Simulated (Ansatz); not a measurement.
C2H3, SMILES [CH][CH2+] (connectivity only; charge and spin as stated), charge +1, multiplicity 1.

Geometry: B3LYP-D3(BJ)/def2-TZVP.

Two levels are set side by side: PBE/def2-TZVPD (Ansatz, a first-principles code) and ωB97X-V/def2-TZVPD (Ansatz). Energy differences of separate SCF runs at the same geometry; the states with an electron removed or added have multiplicity 2 and 2. Differences are taken from unrounded values.

| quantity | ωB97X-V |
|---|---|
| vertical ionisation energy (eV) | 19.98 |
| vertical electron affinity (eV) | 8.33 |
| vertical singlet–triplet gap (eV) | 2.60 |

**Question.** What does PBE give, and how far is it from ωB97X-V? (The exact figures need the calculation; the answer reports its results.)

**Answer.** 
| quantity | PBE | PBE minus ωB97X-V |
|---|---|---|
| vertical ionisation energy (eV) | 20.07 | 0.09 |
| vertical electron affinity (eV) | 8.41 | 0.08 |
| vertical singlet–triplet gap (eV) | 2.66 | 0.06 |
